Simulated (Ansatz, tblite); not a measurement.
Cost and result up the ladder for BiMe2Br (C2H6BiBr) (10 atoms). Total charge 0; singlet. Geometry: PBE0-D4/def2-SVP.

```xyz
10

Bi    0.714   -0.793    0.913
C     0.533   -0.825   -1.346
H    -0.497   -0.554   -1.613
H     0.764   -1.833   -1.719
H     1.240   -0.096   -1.770
C    -0.183    1.284    1.045
H    -0.411    1.518    2.094
H    -1.105    1.302    0.450
H     0.540    2.011    0.647
Br   -1.594   -2.014    1.300
```

Ansatz on 4 threads of Arm Neoverse V2 on a shared host; xTB runs through tblite on one thread. Times are rough, summed over both states, and most runs start from the orbitals of an earlier one. PBE0-D4/def2-TZVP serves as the yardstick here, not as an exact answer. The other state is a triplet.

In the def2 sets Bi takes a core potential; there is no spin–orbit coupling. The xTB rows come from tblite.

xTB has no spin-polarisation term.

```json
{"level": "PBE0-D4/def2-TZVP", "functions": "196", "vertical triplet (eV)": "3.68", "difference from PBE0-D4/def2-TZVP (eV)": "0.00"}
{"level": "GFN2-xTB", "functions": "27", "vertical triplet (eV)": "5.52", "difference from PBE0-D4/def2-TZVP (eV)": "1.84"}
{"level": "GFN1-xTB", "functions": "33", "vertical triplet (eV)": "5.06", "difference from PBE0-D4/def2-TZVP (eV)": "1.38"}
{"level": "r2SCAN-D4/def2-TZVP", "functions": "196", "vertical triplet (eV)": "3.62", "difference from PBE0-D4/def2-TZVP (eV)": "-0.07"}
{"level": "PBE-D4/def2-TZVP (with forces)", "functions": "196", "vertical triplet (eV)": "3.53", "difference from PBE0-D4/def2-TZVP (eV)": "-0.15"}
```

Q: Estimate how long each takes.

A: GFN2-xTB 0.007 s; GFN1-xTB 0.009 s; PBE-D4/def2-TZVP (with forces) 5.8 s; PBE0-D4/def2-TZVP 9.2 s; r2SCAN-D4/def2-TZVP 12 s. On shared hardware such times vary by a factor of up to 3.
